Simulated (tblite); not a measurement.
Species: C4H12BClP2.
SMILES with atom numbers: `[CH2:1]=[C:2]([CH2:3][CH3:4])[B@-:5]([PH2:6])([PH3+:7])[Cl:8]` (hydrogens: H9, H10 on C1; H11, H12 on C3; H13, H14, H15 on C4; H16, H17 on P6; H18, H19, H20 on P7)
Bond orders are those of one Lewis drawing.

Computed with GFN2-xTB (tblite), gas phase: L-BFGS steps from a force-field or distance-geometry start until the largest atomic force falls under 0.01 eV/Å.

Step 25: E = -693.1837 eV
```
atom  x, y, z in Å  |  force x, y, z in eV/Å
C1      0.7529    1.1566    1.0951    0.009  -0.013  -0.044
C2      0.3838    0.1041    0.3751    0.085  -0.049  -0.035
C3      1.3666   -0.7726   -0.3572    0.091  -0.031  -0.035
C4      2.8469   -0.4292   -0.2278   -0.023  -0.003   0.009
B5     -1.1634   -0.2835    0.2285    0.007   0.067  -0.018
P6     -1.6547   -1.4787   -1.2705   -0.060  -0.042  -0.014
P7     -2.1893    1.3694   -0.1382   -0.036   0.058  -0.011
Cl8    -1.9607   -0.7729    1.8376    0.011  -0.006   0.050
H9      1.7800    1.4450    1.2369   -0.015   0.033   0.055
H10     0.0091    1.7668    1.5962    0.039  -0.009   0.027
H11     1.0913   -0.7509   -1.4190   -0.054   0.009   0.002
H12     1.2138   -1.8046   -0.0253   -0.039  -0.001   0.016
H13     3.4184   -1.0678   -0.8996    0.011   0.025   0.053
H14     3.0418    0.6074   -0.4960   -0.046  -0.037  -0.029
H15     3.1987   -0.5988    0.7872   -0.025   0.027   0.008
H16    -3.0136   -1.5071   -0.9526    0.041  -0.022   0.001
H17    -1.4240   -2.6707   -0.6058    0.016   0.004  -0.049
H18    -1.5838    2.6064   -0.2457    0.000  -0.015  -0.003
H19    -2.9447    1.4224   -1.2967    0.005  -0.011   0.018
H20    -3.1741    1.6695    0.7747   -0.018   0.015   0.000
```

Step 26: E = -693.1854 eV
```
atom  x, y, z in Å  |  force x, y, z in eV/Å
C1      0.7533    1.1544    1.0971    0.007  -0.026  -0.059
C2      0.3852    0.1032    0.3742    0.051  -0.039  -0.061
C3      1.3682   -0.7735   -0.3597    0.053  -0.024  -0.013
C4      2.8482   -0.4287   -0.2271   -0.045  -0.006  -0.001
B5     -1.1647   -0.2796    0.2245    0.040   0.057   0.012
P6     -1.6599   -1.4748   -1.2728   -0.047  -0.026  -0.018
P7     -2.1899    1.3727   -0.1390   -0.002   0.012   0.002
Cl8    -1.9599   -0.7697    1.8381    0.014  -0.001   0.027
H9      1.7814    1.4416    1.2376   -0.036   0.041   0.070
H10     0.0067    1.7619    1.5987    0.070  -0.013   0.019
H11     1.0903   -0.7530   -1.4217   -0.032   0.009   0.030
H12     1.2134   -1.8045   -0.0245   -0.025   0.006   0.002
H13     3.4218   -1.0714   -0.8935    0.014   0.026   0.067
H14     3.0421    0.6063   -0.5038   -0.041  -0.049  -0.012
H15     3.1943   -0.5912    0.7920   -0.023   0.033  -0.029
H16    -3.0144   -1.5117   -0.9436    0.015  -0.015  -0.004
H17    -1.4204   -2.6656   -0.6120    0.029  -0.019  -0.039
H18    -1.5843    2.6089   -0.2474   -0.005  -0.001  -0.001
H19    -2.9438    1.4200   -1.2977   -0.010   0.000   0.012
H20    -3.1728    1.6654    0.7774   -0.029   0.033  -0.005
```

Problem. Estimate the geometry and energy of step 27. (The exact step hangs on the optimiser's Hessian estimate; all steps are aligned on step 26, rigid shifts and turns removed.)

Solution. E = -693.1870 eV, largest force 0.094 eV/Å
```
atom  x, y, z in Å  |  force x, y, z in eV/Å
C1      0.7538    1.1516    1.0982    0.010  -0.027  -0.057
C2      0.3879    0.1012    0.3728    0.003  -0.011  -0.065
C3      1.3712   -0.7748   -0.3619   -0.011  -0.017   0.007
C4      2.8496   -0.4284   -0.2265   -0.046  -0.008  -0.008
B5     -1.1649   -0.2753    0.2209    0.054   0.027   0.026
P6     -1.6667   -1.4713   -1.2754   -0.018   0.001  -0.013
P7     -2.1907    1.3762   -0.1400    0.026  -0.032   0.019
Cl8    -1.9608   -0.7667    1.8378    0.026   0.007   0.000
H9      1.7818    1.4393    1.2399   -0.041   0.042   0.074
H10     0.0056    1.7567    1.6015    0.085  -0.020   0.007
H11     1.0895   -0.7540   -1.4233   -0.007   0.003   0.038
H12     1.2135   -1.8047   -0.0243   -0.010   0.001  -0.009
H13     3.4259   -1.0756   -0.8856    0.023   0.015   0.065
H14     3.0427    0.6040   -0.5129   -0.036  -0.040   0.000
H15     3.1906   -0.5822    0.7959   -0.019   0.036  -0.045
H16    -3.0156   -1.5166   -0.9323   -0.018  -0.010  -0.005
H17    -1.4164   -2.6614   -0.6198    0.040  -0.038  -0.029
H18    -1.5860    2.6119   -0.2491   -0.007   0.016   0.001
H19    -2.9438    1.4187   -1.2984   -0.022   0.008   0.005
H20    -3.1722    1.6620    0.7796   -0.033   0.046  -0.011
```

The energy changes by -0.0016 eV. The first-order estimate −F·Δx gives -0.0022 eV and the mean of the old and new forces, exact on a quadratic surface, -0.0016 eV. The step makes an angle of 72° with the force vector and moves no atom by more than 0.012 Å.

The cost below is that of the whole relaxation. Time: 3.9 s wall. Hardware: one thread, Arm Neoverse N1 (aarch64), shared host.
